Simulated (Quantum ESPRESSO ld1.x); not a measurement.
Values are calculated unless marked as measured or tabulated.
Species: Mo+. Configuration: [Kr] 4d4.5 5s0.5 (fractional occupations, a model configuration). Code: ld1.x of Quantum ESPRESSO 7.5. Model: scalar-relativistic Kohn-Sham, LDA (Slater exchange, Perdew-Zunger correlation), spin-polarised, spherical densities, point nucleus; open shells are filled with parallel spins first. Some entries of the table are withheld. Estimate them.

orbital  occ.  eigenvalue (eV)  r(max) (bohr)  <1/r> (bohr^-1)
1s up       1       -19803.170          0.023            43.50
1s down     1       -19803.160          0.023            43.50
2s up       1        -2804.677          0.130            9.792
2s down     1        -2804.216          0.130            9.793
2p up       3        -2510.040          0.104            9.528
2p down     3        -2509.680          0.104            9.528
3s up       1         -483.590          0.385            3.360
3s down     1         -483.253          0.385            3.360
3p up       3         -387.075          0.376            3.198
3p down     3         -386.710          0.376            3.199
3d up       5         -229.551          0.323            2.967
3d down     5         -229.061          0.323            2.968
4s up       1          -73.520          0.990            1.233
4s down     1          -71.157          0.983            1.241
4p up       3          -47.732            (1)            1.089
4p down     3          -45.163            (2)            1.098
4d up     4.5          -12.669           1.37           0.7334
5s up     0.5          -11.316           2.71              (3)
4d down     0           -9.867           1.36           0.7273
5s down     0           -9.192           2.80              (4)

Answer. 
(1) 4p up r(max) (bohr): 1.07
(2) 4p down r(max) (bohr): 1.06
(3) 5s up <1/r> (bohr^-1): 0.4131
(4) 5s down <1/r> (bohr^-1): 0.3872
